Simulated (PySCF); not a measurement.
Correlation energy of I⁺ (iodine, charge +1)

[Kr] 4d10 5s2 5p3 5d1, high-spin 5D determinant (an excited configuration). All numbers are calculated (PySCF 2.14, a scalar-relativistic core potential, in aug-cc-pVTZ-PP with one added diffuse shell each of d, f type with ECP28MDF (6s5p5d3f, 67 functions)). Frozen: 4s2 4p6 4d10; 6 electrons correlated.

| level | correlation energy (mhartree) |
| --- | --- |
| CCSD | -87.99 |
| (T) | -2.43 |
| CCSD(T) | -90.42 |

Diagnostics: T1 = 0.0048, D1 = 0.0104, largest double amplitude 0.036.

Question: Is a single reference adequate?

Answer: Yes, within this model without spin-orbit coupling: T1 lies below 0.03 and no double amplitude reaches 0.07.
